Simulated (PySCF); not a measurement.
## Dipole moment and polarisability of `F[CH2][GeH]1[CH2]CCC[CH2]1`

Species: C6H13FGe.
Cartesian coordinates in Å at the PBE0-D3(BJ)/def2-SVP level; atoms count from 1:
```xyz
21
C6H13FGe angstrom
F      2.9914   -1.3579    1.0099
C      2.3997   -0.1234    0.8186
Ge     1.2018   -0.2227   -0.7487
C     -0.1459   -1.6001   -0.4053
C     -1.2109   -1.0756    0.5604
C     -1.8808    0.2276    0.1198
C     -0.9718    1.4586    0.1159
C      0.1473    1.4218   -0.9290
H      1.8374    0.1446    1.7301
H      3.1886    0.6358    0.6786
H      2.0633   -0.5289   -1.9919
H     -0.6077   -1.8762   -1.3682
H      0.3407   -2.5061   -0.0110
H     -0.7639   -0.9218    1.5601
H     -1.9890   -1.8452    0.7035
H     -2.7350    0.4269    0.7876
H     -2.3129    0.0916   -0.8894
H     -1.5921    2.3577   -0.0427
H     -0.5367    1.5770    1.1256
H     -0.2844    1.4269   -1.9445
H      0.7870    2.3161   -0.8581
```

Level: PBE0/def2-SVPD (PySCF), static field, nuclei fixed, core orbitals frozen in the response. The polarisability tensor in these axes (au):

```
x   107.78  -2.04  -2.00
y    -2.04  98.53  -1.16
z    -2.00  -1.16  91.86
```

Question: Give the principal values, the mean and the anisotropy Δα = √{½[(α1 − α2)² + (α2 − α3)² + (α1 − α3)²]}.

Answer: Principal values 91.33, 98.46 and 108.39 au; mean 99.39 au = 14.73 Å³ = 16.39 × 10⁻⁴⁰ C²·m²/J; Δα = 14.85 au (15 % of the mean).

Question: What is the dipole moment, and where does it point?

Answer: (-1.53, 1.56, -0.14) D, 2.19 D in size, pointing from the negative to the positive side. Measured along this direction, the outermost atoms are F1 at the negative end and H18 at the positive end.

Question: Rayleigh depolarisation ratio (linearly polarised light, static tensor)?

Answer: ρ = 3Δα²/(45ᾱ² + 4Δα²) = 661.5/(444543 + 882.0) = 0.00149.

Question: Give the eigenvalues of the traceless quadrupole moment Θ = ½Σq(3rr − r²1), origin at the centre of nuclear charge.

Answer: -7.80, 1.85, 5.95 D·Å. The values depend on the origin, since the dipole doesn't vanish. The electronic extent ⟨r²⟩ about the same centre is 1411 bohr², a root-mean-square distance of 2.10 Å for the 90 electrons.

Question: Sum over states: ᾱ = Σ f/ω², ω in Eh. What share falls to these 10 lowest TDDFT singlets (eV, f)? 7.04, 0.0041; 7.29, 0.0143; 7.31, 0.0144; 7.39, 0.0187; 7.44, 0.0031; 7.72, 0.0121; 7.86, 0.0014; 7.92, 0.0344; 8.03, 0.0177; 8.11, 0.0442.

Answer: They add up to 2.03 au, 2.0 % of the 99.39 au; the largest single term is 0.50 au, from the state at 8.11 eV. Terms in order: 0.06, 0.20, 0.20, 0.25, 0.04, 0.15, 0.02, 0.41, 0.20, 0.50 au. Higher excitations give the rest. The strengths listed sum to 0.164.

Question: Find the Langevin capture rate constant for NO+ (29.998 u) meeting this molecule (178.021 u), k = 2.342 × 10⁻⁹ cm³/s × √(α in Å³ / reduced mass in u).

Answer: The reduced mass is 25.67 u, so k = 1.77 × 10⁻⁹ cm³/s. The formula leaves out the permanent dipole, which adds to the capture rate.

Isolated species at its PBE0-D3(BJ)/def2-SVP geometry (one conformer only). The calculation is non-relativistic, for germanium too.

The run behind these numbers computed excited states and ΔSCF ions as well. Time: 8.5 min wall (grids of density and orbitals included); peak memory 1.3 GiB. Hardware: one thread, Arm Neoverse V2 (aarch64), shared host with 192 logical CPUs at a one-minute load of 85.
